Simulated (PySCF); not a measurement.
iron atom (Fe), quintet (typed; the unrestricted solution is spin-contaminated); CAMB3LYP/STO-3G run with PySCF.

PySCF was given this input:
```python
from pyscf import gto, scf, dft

mol = gto.Mole()
mol.atom = '''
    Fe    0.000000    0.000000    0.000000
'''
mol.basis = 'sto-3g'
mol.charge = 0
mol.spin = 4
mol.verbose = 4
mol.build()

mf = dft.UKS(mol)
mf.xc = 'camb3lyp'
mf.kernel()
mf.analyze()
```

It wrote (shortened):

```
PySCF version 2.14.0

[INPUT] verbose = 4
[INPUT] num. atoms = 1
[INPUT] num. electrons = 26
[INPUT] charge = 0
[INPUT] spin (= nelec alpha-beta = 2S) = 4
[INPUT] symmetry False subgroup None
[INPUT] Mole.unit = angstrom
[INPUT] Symbol           X                Y                Z      unit          X                Y                Z       unit  Magmom
[...]
nuclear repulsion = 0
number of shells = 8
number of NR pGTOs = 54
number of NR cGTOs = 18
basis = sto-3g
ecp = {}

******** <class 'pyscf.dft.uks.UKS'> ********
method = UKS
initial guess = minao
damping factor = 0
level_shift factor = 0
DIIS = <class 'pyscf.scf.diis.CDIIS'>
diis_start_cycle = 1
diis_space = 8
diis_damp = 0
SCF conv_tol = 1e-09
SCF conv_tol_grad = None
SCF max_cycles = 50
direct_scf = True
direct_scf_tol = 1e-13
number electrons alpha = 15  beta = 11
XC library pyscf.dft.libxc version 7.1.2
    S. Lehtola, C. Steigemann, M. J. T. Oliveira, and M. A. L. Marques,  SoftwareX 7, 1–5 (2018)
XC functionals = camb3lyp
    T. Yanai, D. P. Tew, and N. C. Handy,  Chem. Phys. Lett. 393, 51 (2004)
radial grids:
    Treutler-Ahlrichs [JCP 102, 346 (1995); DOI:10.1063/1.469408] (M4) radial grids

becke partition: Becke, JCP 88, 2547 (1988); DOI:10.1063/1.454033
pruning grids: <function nwchem_prune>
grids dens level: 3
symmetrized grids: False
atomic radii adjust function: <function treutler_atomic_radii_adjust>
small_rho_cutoff = 0
Set gradient conv threshold to 3.16228e-05
tot grids = 20904
init E= -1247.1733852588

cycle= 1 E= -1247.2422336804  delta_E= -0.0688  |g|= 0.861  |ddm|= 3.48

cycle= 2 E= -1248.71041783527  delta_E= -1.47  |g|= 0.609  |ddm|= 3.35
cycle= 3 E= -1249.74028521032  delta_E= -1.03  |g|= 0.184  |ddm|=  1.5
cycle= 4 E= -1249.75181669718  delta_E= -0.0115  |g|= 0.103  |ddm|= 0.0708
cycle= 5 E= -1248.58641534267  delta_E= 1.17  |g|= 0.53  |ddm|= 2.64
cycle= 6 E= -1248.587153178  delta_E= -0.000738  |g|= 0.527  |ddm|= 0.0187
cycle= 7 E= -1248.58606839062  delta_E= 0.00108  |g|= 0.536  |ddm|= 0.455
cycle= 8 E= -1248.58433053378  delta_E= 0.00174  |g|= 0.542  |ddm|= 0.0632
cycle= 9 E= -1248.5852363799  delta_E= -0.000906  |g|= 0.54  |ddm|= 0.112
cycle= 10 E= -1248.58708979385  delta_E= -0.00185  |g|= 0.53  |ddm|= 0.189
cycle= 11 E= -1248.58399398308  delta_E= 0.0031  |g|= 0.54  |ddm|= 0.05
cycle= 12 E= -1249.72993608975  delta_E= -1.15  |g|= 0.236  |ddm|= 2.63

cycle= 13 E= -1248.7865720665  delta_E= 0.943  |g|= 0.509  |ddm|= 1.49
[...]
cycle= 22 E= -1249.98607371718  delta_E= -0.00159  |g|= 0.0976  |ddm|= 0.0174
cycle= 23 E= -1249.98920526703  delta_E= -0.00313  |g|= 0.0391  |ddm|= 0.0472
cycle= 24 E= -1249.98980511142  delta_E= -0.0006  |g|= 0.000757  |ddm|= 0.0296
cycle= 25 E= -1249.98980590528  delta_E= -7.94e-07  |g|= 0.000183  |ddm|= 0.00172
cycle= 26 E= -1249.98980598843  delta_E= -8.31e-08  |g|= 3.8e-05  |ddm|= 0.000646
cycle= 27 E= -1249.98980599365  delta_E= -5.22e-09  |g|= 7.9e-07  |ddm|= 0.000208
cycle= 28 E= -1249.98980599365  delta_E= -1.14e-12  |g|= 2.34e-07  |ddm|= 3.24e-06
Extra cycle  E= -1249.98980599365  delta_E= 4.55e-13  |g|= 8.53e-08  |ddm|= 6.35e-07
converged SCF energy = -1249.98980599365  <S^2> = 7.0004531  2S+1 = 5.3853331
**** SCF Summaries ****
Total Energy =                       -1249.989805993651316
Nuclear Repulsion Energy =               0.000000000000000
One-electron Energy =                -1719.607049015868597
Two-electron Energy =                  469.617243022217167
Two-electron Coulomb Energy =          524.916967141783744
DFT Exchange-Correlation Energy =      -55.299724119566591
**** MO energy ****
                             alpha | beta                alpha | beta
[...]
To work with the spin densities directly, `use mulliken_meta_spin()` only printing them here.

 ** Mulliken spin pop alpha/beta on meta-lowdin orthogonal AOs **
 ** Mulliken Spin Density (per AO)  **
spin_pop of  0 Fe 1s        0.00000
spin_pop of  0 Fe 2s        0.00000
spin_pop of  0 Fe 3s        0.00001
spin_pop of  0 Fe 4s        0.00000
spin_pop of  0 Fe 2px      -0.00000
spin_pop of  0 Fe 2py      -0.00000
spin_pop of  0 Fe 2pz      -0.00000
spin_pop of  0 Fe 3px      -0.00011
spin_pop of  0 Fe 3py      -0.00011
spin_pop of  0 Fe 3pz      -0.00015
spin_pop of  0 Fe 4px      -0.00347
spin_pop of  0 Fe 4py      -0.02475
spin_pop of  0 Fe 4pz      -0.97140
spin_pop of  0 Fe 3dxy      1.00000
spin_pop of  0 Fe 3dyz      1.00000
spin_pop of  0 Fe 3dz^2     0.99999
spin_pop of  0 Fe 3dxz      1.00000
spin_pop of  0 Fe 3dx2-y2    1.00000
 ** Mulliken Spin Density (per atom)  **
spin density of  0 Fe =      4.00000
 ** Mulliken pop alpha/beta on meta-lowdin orthogonal AOs **
 ** Mulliken pop       alpha | beta **
[...]
In total            15.00000 | 11.00000
 ** Mulliken atomic charges   ( Nelec_alpha | Nelec_beta ) **
charge of  0Fe =      0.00000  (    15.00000     11.00000 )
Dipole moment(X, Y, Z, Debye):  0.00000,  0.00000, -0.00000
```
